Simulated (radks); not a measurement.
Spherical quantum dot in the effective-mass picture: electrons in a hard-walled sphere of radius 2.7, with a point charge +2 (a donor) at the centre, all in effective atomic units (hartree* = m*/eps^2 hartree, bohr* = eps/m* bohr), one dielectric constant everywhere. Calculated with a radial shooting solver with Libxc functionals: non-relativistic Kohn-Sham, LDA (Slater exchange, Perdew-Wang correlation), spin-polarised, spherical densities. Levels are named by radial order and angular momentum (1s, 1p, 1d, 2s, ...), and open shells are averaged over m. Results are scaled to m* = 0.051 and eps = 9.1, for which hartree* = 16.76 meV and bohr* = 9.442 nm.

N = 28, configuration 1s2 1p6 1d10 2s2 1f(up 7, down 1). This is the lowest configuration that the search found. Occupied and some empty levels:

level,occupation,eigenvalue (meV),<r> (nm)
1s up,1,216.96,15.01
1s down,1,218.16,14.70
1p up,3,225.17,17.38
1p down,3,226.70,17.32
1d up,5,236.21,18.16
1d down,5,237.83,18.13
2s up,1,239.82,9.973
2s down,1,240.38,10.20
1f up,7,250.86,18.72
1f down,1,252.53,18.71
1g up,0,268.90,19.17
1g down,0,270.60,19.17
2p up,0,273.82,12.81
2p down,0,274.55,12.81
2d up,0,300.30,14.35
2d down,0,301.23,14.33

Energy (meV): total 3511.94, kinetic 1188.8, external -608.15, Hartree 3231.4, exchange-correlation -300.09.

Electron density:

r (nm),n(r) (e/nm^3)
1.35,0.003308
2.62,0.001974
3.89,0.001200
5.16,0.0007492
6.43,0.0004899
7.70,0.0003503
8.97,0.0002910
10.2,0.0002898
11.5,0.0003331
12.8,0.0004109
14.0,0.0005097
15.3,0.0006137
16.6,0.0006975
17.9,0.0007343
19.1,0.0006986
20.4,0.0005799
21.7,0.0003985
22.9,0.0002023
24.2,0.00005361
25.5,1.326e-07
